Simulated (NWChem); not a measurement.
C4H6OSi; SMILES C=C1O[SiH2]C1=C

```xyz
12

C      1.0549     1.9682     0.0000
C      0.5649     0.7253     0.0000
O      1.3385    -0.4232     0.0000
Si    -0.0098    -1.4854     0.0000
C     -0.8288     0.1988     0.0000
C     -2.0111     0.8174     0.0000
H      2.1319     2.1424     0.0000
H      0.3773     2.8225     0.0000
H     -0.0917    -2.3387    -1.2182
H     -0.0917    -2.3387     1.2182
H     -2.9506     0.2578     0.0000
H     -2.0883     1.9108     0.0000
```
Atoms are numbered in this order, from 1.

Computed with NWChem. Pople sets run with spherical d functions. All runs use the structure optimised with PBE0/def2-SVP. Static field.

Problem. Order these by “isotropic polarisability (bohr³)”, lowest first: PBE/def2-SVPD; PBE/def2-SVP; PBE/6-31G*.

Solution. PBE/6-31G* (66.3), PBE/def2-SVP (70.6), PBE/def2-SVPD (81.5)
